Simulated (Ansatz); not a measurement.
Computed with Ansatz on PBE0-D4/def2-TZVP structures; ΔE is electronic, products minus reactants. CCSD(T)/CBS adds triple-zeta CCSD(T) − MP2 to the extrapolated MP2 energy (def2 sets, frozen cores). This one scheme is used for every species, atoms too. Functionals use def2-TZVPP. HSE06 is defined as in plane-wave codes. Open shells (•) are unrestricted, without spin–orbit coupling. Spin–orbit coupling would lower the free atoms: a little for Cl. Bonds to Ge are less sure, by a few kJ/mol each and by 10 to 20 or more in all where they break to atoms, as the def2 sets lack core-valence functions. Scalar relativity is left out up to krypton. One conformer a species, not always the lowest.

Reaction (homolysis of the Cl–Ge bond): `[OH][GeH]([Cl])[GeH3]` → Cl• + `[OH][GeH][GeH3]`•

`[OH][GeH]([Cl])[GeH3]`:

Cartesian coordinates in Å:
```
O -1.972 0.901 0.191
Ge -0.874 -0.492 0.191
Cl -0.649 -1.161 2.242
Ge 1.354 0.083 -0.586
H -1.660 1.623 0.743
H -1.646 -1.580 -0.564
H 1.870 1.252 0.266
H 2.278 -1.130 -0.421
H 1.300 0.504 -2.062
```

`[OH][GeH][GeH3]`•:

Cartesian coordinates in Å:
```
O -0.443 -1.443 -1.449
Ge 0.861 -0.542 -0.611
Ge -0.290 1.191 0.663
H -0.191 -2.347 -1.655
H 1.629 -1.574 0.275
H 0.763 2.017 1.419
H -1.287 0.591 1.671
H -1.042 2.107 -0.312
```

```json
{"level": "BLYP-D4", "ΔE (kJ/mol)": "390.7", "difference from CCSD(T)/CBS": "-34.8"}
{"level": "B97M-V", "ΔE (kJ/mol)": "422.6", "difference from CCSD(T)/CBS": "-2.9"}
{"level": "PBE0-D4", "ΔE (kJ/mol)": "413.5", "difference from CCSD(T)/CBS": "-12.0"}
{"level": "r2SCANh-D4", "ΔE (kJ/mol)": "409.9", "difference from CCSD(T)/CBS": "-15.6"}
{"level": "HSE06-D4", "ΔE (kJ/mol)": "413.6", "difference from CCSD(T)/CBS": "-11.9"}
{"level": "ωB97X-V", "ΔE (kJ/mol)": "421.6", "difference from CCSD(T)/CBS": "-3.9"}
{"level": "PBE", "ΔE (kJ/mol)": "406.8", "difference from CCSD(T)/CBS": "-18.7"}
{"level": "revPBE", "ΔE (kJ/mol)": "386.1", "difference from CCSD(T)/CBS": "-39.4"}
{"level": "r2SCANh", "ΔE (kJ/mol)": "408.1", "difference from CCSD(T)/CBS": "-17.4"}
{"level": "BHLYP", "ΔE (kJ/mol)": "387.3", "difference from CCSD(T)/CBS": "-38.2"}
{"level": "CAM-B3LYP", "ΔE (kJ/mol)": "397.1", "difference from CCSD(T)/CBS": "-28.4"}
{"level": "RPA@PBE/def2-TZVPP", "ΔE (kJ/mol)": "374.6", "difference from CCSD(T)/CBS": "-50.9"}
{"level": "HF/def2-SVP", "ΔE (kJ/mol)": "309.6", "difference from CCSD(T)/CBS": "-115.9"}
{"level": "CCSD/def2-SVP", "ΔE (kJ/mol)": "380.4", "difference from CCSD(T)/CBS": "-45.1"}
{"level": "CCSD(T)/def2-TZVPP", "ΔE (kJ/mol)": "410.2", "difference from CCSD(T)/CBS": "-15.3"}
{"level": "CCSD/CBS(def2)", "ΔE (kJ/mol)": "415.8", "difference from CCSD(T)/CBS": "-9.7"}
{"level": "CCSD(T)/CBS", "ΔE (kJ/mol)": "425.5", "difference from CCSD(T)/CBS": "0"}
```

Largest T1 diagnostic among the species: 0.014.

Leaving LDA and LC-ωPBE aside and taking each functional with its dispersion term where it has one, the values spread over 31.9 kJ/mol, from BLYP-D4 to B97M-V. LDA lies +61.3 kJ/mol from PBE without D4, its usual overbinding. From r2SCAN to r2SCAN0 (25 % exact exchange), in def2-TZVPP and without D4, ΔE moves by −5.0 kJ/mol: exact exchange takes away binding that semilocal exchange gives to molecules.

CCSD(T)/CBS has its own doubt, a few kJ/mol and more with outer-core shells, so smaller differences from it don't rank the levels.
